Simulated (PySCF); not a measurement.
**ECD: `C#C[C@@H]1C[Si@H](CF)N1`, C5H8FNSi**

Geometry:
```tsv
atom	x (Å)	y (Å)	z (Å)
C1	-3.265	0.191	0.629
C2	-2.254	-0.309	0.227
C3	-1.010	-0.869	-0.255
C4	0.023	-1.175	0.848
Si5	1.285	-0.148	-0.152
C6	2.064	1.420	0.619
F7	2.996	1.945	-0.256
N8	-0.195	0.109	-0.979
H9	-4.159	0.610	0.983
H10	-1.229	-1.754	-0.868
H11	-0.281	-0.775	1.810
H12	0.225	-2.234	0.962
H13	2.353	-0.913	-0.806
H14	2.607	1.209	1.542
H15	1.339	2.213	0.811
H16	-0.505	0.487	-1.859
```

Computed with TDDFT LC-wPBE/aug-cc-pVDZ circular dichroism and optical rotation, one conformer, gas phase in PySCF. Geometry: GFN2-xTB.

The molecule is flexible and this is one conformer; a measurement averages over conformers.

**Question.** What are the CIP labels of the stereocentres?

**Answer.** C3 R, Si5 R.

**Question.** List the lowest 8 singlet excitations with oscillator and rotatory strengths.

**Answer.** Rotatory strengths R in 10⁻⁴⁰ esu² cm², velocity form and length form (origin at the centre of mass); f in length form.
| state | E (eV) | λ (nm) | f | R (velocity) | R (length) | main |
| --- | --- | --- | --- | --- | --- | --- |
| 1 | 6.10 | 203 | 0.017 | -25.2 | -25.3 | HOMO→LUMO+2 0.27, HOMO→LUMO+3 0.17 |
| 2 | 6.48 | 191 | 0.003 | +3.6 | +3.6 | HOMO−1→LUMO+10 0.17 |
| 3 | 6.72 | 184 | 0.008 | -4.8 | -4.9 | HOMO→LUMO 0.31, HOMO→LUMO+8 0.10 |
| 4 | 6.89 | 180 | 0.002 | +2.7 | +2.7 | HOMO−2→LUMO+10 0.09 |
| 5 | 6.95 | 178 | 0.008 | -2.4 | -2.3 | HOMO−2→LUMO+12 0.13, HOMO−2→LUMO+10 0.12 |
| 6 | 7.35 | 169 | 0.031 | -4.2 | -4.7 | HOMO→LUMO+3 0.22, HOMO→LUMO+7 0.15 |
| 7 | 7.54 | 164 | 0.038 | +60.9 | +60.2 | HOMO−3→LUMO+3 0.10, HOMO−3→LUMO+8 0.09 |
| 8 | 7.57 | 164 | 0.014 | -9.0 | -8.0 | HOMO−1→LUMO 0.26, HOMO→LUMO+1 0.15 |

Among the states computed, the strongest CD band (largest |R|) is state 7. The largest dissymmetry factor in size, g = 4R/(D+G), with D and G the electric and magnetic dipole strengths, is +0.018 for state 7 (velocity form, f = 0.039), among bands with |R| over 0.5. The mirror image has the same energies and oscillator strengths and all R with the opposite sign.
